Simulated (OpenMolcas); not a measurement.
OpenMolcas run: La

Input:

```
&GATEWAY
Coord
1

La 0.0 0.0 0.0
Basis=ANO-RCC-VDZ
Group=XYZ
NoMove
AngMom=0.0 0.0 0.0
AMFI
&SEWARD
* reference wave functions (RASSCF and RASSI steps not shown): 3 electrons in 6 orbitals (5d 6s)
>>> COPY JOB001 $Project.JobIph
&CASPT2
Multistate=20 1 2 3 4 5 6 7 8 9 10 11 12 13 14 15 16 17 18 19 20
NoMult
Frozen=15 12
IPEA=0.75
Sig2=0.1
MaxIter=60
WThr=0.0 0.3 0.05
PrWF=0.5
NoMix
>>> COPY JOB002 $Project.JobIph
&CASPT2
Multistate=70 1 2 3 4 5 6 7 8 9 10 11 12 13 14 15 16 17 18 19 20 21 22
23 24 25 26 27 28 29 30 31 32 33 34 35 36 37 38 39 40 41 42 43 44 45 46
47 48 49 50 51 52 53 54 55 56 57 58 59 60 61 62 63 64 65 66 67 68 69 70
NoMult
Frozen=15 12
IPEA=0.75
Sig2=0.1
MaxIter=60
WThr=0.0 0.3 0.05
PrWF=0.5
NoMix
```

Launched by
```bash
OMP_NUM_THREADS=1 MOLCAS_MEM=2252 MOLCAS_PROJECT=a pymolcas a.inp > a.log  # once for each step of the input, in one work folder
```

Output, cut to the results:

```
--- CASPT2 ---
Orbital specifications:
      -----------------------

      Symmetry species                           1   2
                                                ag  au
      Frozen orbitals                           15  12
      Inactive orbitals                          0   0
      Active orbitals                            6   0
      Secondary orbitals                         6  20
      Deleted orbitals                           0   0
      Number of basis functions                 27  32
Type of calculation                        SS-CASPT2
      Fock operator                              state-specific
      IPEA shift                                 0.75
      Real shift                                 0.00
      Imaginary shift                            0.00
      Sigma^2 regularizer                        0.10
      The input orbitals will be transformed to quasi-canonical
Reference energy:       -8486.5235997967
      E2 (Non-variational):      -0.0103694591
      Shift correction:          -0.0000000009
      E2 (Variational):          -0.0103694600
      Total energy:           -8486.5339692567
      Residual norm:              0.0000001170
      Reference weight:           0.99008
      Contributions to the CASPT2 correlation energy
      Active & Virtual Only:         -0.0103694591
      One Inactive Excited:           0.0000000000
      Two Inactive Excited:           0.0000000000
Reference energy:       -8486.5235997967
      E2 (Non-variational):      -0.0100519588
      Shift correction:          -0.0000000005
      E2 (Variational):          -0.0100519593
      Total energy:           -8486.5336517560
      Residual norm:              0.0000001073
      Reference weight:           0.99060
      Contributions to the CASPT2 correlation energy
      Active & Virtual Only:         -0.0100519588
      One Inactive Excited:           0.0000000000
      Two Inactive Excited:           0.0000000000
::    CASPT2 Root  1     Total energy:  -8486.53396926
::    CASPT2 Root  2     Total energy:  -8486.53365176
::    CASPT2 Root  3     Total energy:  -8486.53382912
::    CASPT2 Root  4     Total energy:  -8486.53424706
::    CASPT2 Root  5     Total energy:  -8486.53385926
::    CASPT2 Root  6     Total energy:  -8486.53418041
::    CASPT2 Root  7     Total energy:  -8486.53422108
::    CASPT2 Root  8     Total energy:  -8486.50862132
::    CASPT2 Root  9     Total energy:  -8486.50862127
::    CASPT2 Root 10     Total energy:  -8486.50862135
::    CASPT2 Root 11     Total energy:  -8486.48418386
::    CASPT2 Root 12     Total energy:  -8486.48465412
::    CASPT2 Root 13     Total energy:  -8486.48450765
::    CASPT2 Root 14     Total energy:  -8486.48337772
::    CASPT2 Root 15     Total energy:  -8486.48455980
::    CASPT2 Root 16     Total energy:  -8486.48440290
::    CASPT2 Root 17     Total energy:  -8486.48462314
::    CASPT2 Root 18     Total energy:  -8486.45945742
::    CASPT2 Root 19     Total energy:  -8486.45945747
::    CASPT2 Root 20     Total energy:  -8486.45945744
--- CASPT2 ---
Orbital specifications:
      -----------------------

      Symmetry species                           1   2
                                                ag  au
      Frozen orbitals                           15  12
      Inactive orbitals                          0   0
      Active orbitals                            6   0
      Secondary orbitals                         6  20
      Deleted orbitals                           0   0
      Number of basis functions                 27  32
Type of calculation                        SS-CASPT2
      Fock operator                              state-specific
      IPEA shift                                 0.75
      Real shift                                 0.00
      Imaginary shift                            0.00
      Sigma^2 regularizer                        0.10
      The input orbitals will be transformed to quasi-canonical
Reference energy:       -8486.5256407499
      E2 (Non-variational):      -0.0149976351
      Shift correction:          -0.0000003277
      E2 (Variational):          -0.0149979628
      Total energy:           -8486.5406387127
      Residual norm:              0.0000003191
      Reference weight:           0.98091
      Contributions to the CASPT2 correlation energy
      Active & Virtual Only:         -0.0149976351
      One Inactive Excited:           0.0000000000
      Two Inactive Excited:           0.0000000000
Reference energy:       -8486.5256407499
      E2 (Non-variational):      -0.0151879745
      Shift correction:          -0.0000003211
      E2 (Variational):          -0.0151882956
      Total energy:           -8486.5408290455
      Residual norm:              0.0000002989
      Reference weight:           0.98038
      Contributions to the CASPT2 correlation energy
      Active & Virtual Only:         -0.0151879745
      One Inactive Excited:           0.0000000000
      Two Inactive Excited:           0.0000000000
::    CASPT2 Root  1     Total energy:  -8486.54063871
::    CASPT2 Root  2     Total energy:  -8486.54082905
::    CASPT2 Root  3     Total energy:  -8486.54073702
::    CASPT2 Root  4     Total energy:  -8486.54184165
::    CASPT2 Root  5     Total energy:  -8486.54181421
::    CASPT2 Root  6     Total energy:  -8486.50942255
::    CASPT2 Root  7     Total energy:  -8486.50857551
::    CASPT2 Root  8     Total energy:  -8486.50930484
::    CASPT2 Root  9     Total energy:  -8486.50962848
::    CASPT2 Root 10     Total energy:  -8486.50897877
::    CASPT2 Root 11     Total energy:  -8486.50966488
::    CASPT2 Root 12     Total energy:  -8486.50968629
::    CASPT2 Root 13     Total energy:  -8486.50265412
::    CASPT2 Root 14     Total energy:  -8486.50265388
::    CASPT2 Root 15     Total energy:  -8486.50265384
::    CASPT2 Root 16     Total energy:  -8486.49671395
::    CASPT2 Root 17     Total energy:  -8486.49628753
::    CASPT2 Root 18     Total energy:  -8486.49697191
...
```

Levels above the lowest, from the spin-orbit matrix with the single-state CASPT2 energies, averaged by term, on its diagonal:

| Configuration | Term | J | E (cm⁻¹) | Measured (cm⁻¹) | g | Term weight % | Second |
| --- | --- | --- | --- | --- | --- | --- | --- |
| 5d 6s² | ²D | 3/2 | 0.0 | 0.0 | 0.777 | 94 | 6 5d² 6s ⁴F |
| 5d 6s² | ²D | 5/2 | 739 | 1053 | 1.188 | 92 | 7 5d² 6s ⁴F |
| 5d² 6s | ⁴F | 3/2 | 1350 | 2668 | 0.424 | 94 | 6 5d 6s² ²D |
| 5d² 6s | ⁴F | 5/2 | 1681 | 3010 | 1.041 | 92 | 7 5d 6s² ²D |
| 5d² 6s | ⁴F | 7/2 | 2100 | 3495 | 1.238 | 100 |  |
| 5d² 6s | ⁴F | 9/2 | 2710 | 4122 | 1.334 | 100 |  |
| 5d² 6s | ²F | 5/2 | 7010 | 7012 | 0.873 | 96 | 3 ²D |
| 5d² 6s | ⁴P | 1/2 | 7290 | 7231 | 2.656 | 99 |  |
| 5d² 6s | ⁴P | 3/2 | 7520 | 7491 | 1.715 | 98 | 2 ²D |
| 5d² 6s | ⁴P | 5/2 | 7750 | 7680 | 1.550 | 89 | 10 ²D |
| 5d² 6s | ²F | 7/2 | 7890 | 8052 | 1.140 | 98 |  |
| 5d² 6s | ²D | 3/2 | 8440 | 8446 | 0.981 | 66 | 33 ²P |
| 5d² 6s | ²P | 1/2 | 8710 | 9044 | 0.682 | 99 |  |
| 5d² 6s | ²D | 5/2 | 9230 | 9184 | 1.236 | 87 | 11 ⁴P |
| 5d² 6s | ²P | 3/2 | 9440 | 9719 | 1.169 | 67 | 31 ²D |
| 5d² 6s | ²G | 7/2 | 10280 | 9961 | 0.893 | 98 |  |
| 5d² 6s | ²G | 9/2 | 10340 | 9920 | 1.113 | 99 |  |
| 5d³ | ⁴F | 3/2 | 12140 | 12431 | 0.404 | 99 |  |
| 5d³ | ⁴F | 5/2 | 12510 | 12787 | 1.029 | 99 |  |
| 5d³ | ⁴F | 7/2 | 13010 | 13238 | 1.237 | 99 |  |
| 5d³ | ⁴F | 9/2 | 13590 | 13747 | 1.330 | 98 |  |
| 5d³ | ⁴P | 1/2 | 18120 | 16617 | 2.652 | 99 |  |
| 5d³ | ⁴P | 3/2 | 18270 | 16735 | 1.717 | 97 |  |
| 5d³ | ²G | 7/2 | 18530 | 17023 | 0.890 | 99 |  |

Against the 23 measured excited levels shown (NIST Handbook of Basic Atomic Spectroscopic Data) the mean absolute deviation is 570 cm-1; the largest miss in energy is 5d³ ⁴P_3/2: computed 18270, measured 16735 cm⁻¹ (+9.2 %), and the largest in proportion 5d² 6s ⁴F_3/2 (-49.4 %).

Term energies are means over components that CASPT2 splits; among the terms shown or strongly mixed into the levels shown the widest spread is 280 cm-1 (5d³ ⁴F). Over all roots computed the reference weight is 0.94 to 0.99; the roots of lowest weight are the least certain, and an intruder state may touch them. Some levels mix across a computed gap that differs much from the measured one, so their mixing is not that of the real levels. Terms from blocks run as CI alone lack orbitals of their own. Configurations are named by rounded mean occupations; where the s occupation lies near a half they are strongly mixed, a name can repeat and a true partner stay unpaired. A single d shell beside an s shell can misplace configurations of different d count against each other. The CASPT2 spread within a term exceeds the gap to the next term for 5d² 6s ²F and 5d² 6s ⁴P, so the order of their levels is uncertain, and so are names and mixing where such terms share a J. Computed and measured levels are paired by configuration, term and J; levels that our copy of the source lacks, or whose pairing is in doubt (as where it misses far off the trend of its configuration), stay unpaired and out of the deviations. Levels of configurations outside the active space are missing. The table shows the lowest 24 of 37 levels.

The CASPT2 steps took 5 s on 1 thread of Intel(R) Xeon(R) Platinum 8375C CPU @ 2.90GHz (Ice Lake) (shared host); the integral step is not counted.

The term weight is that of the spin-free term in the level, not the purity of its configuration.
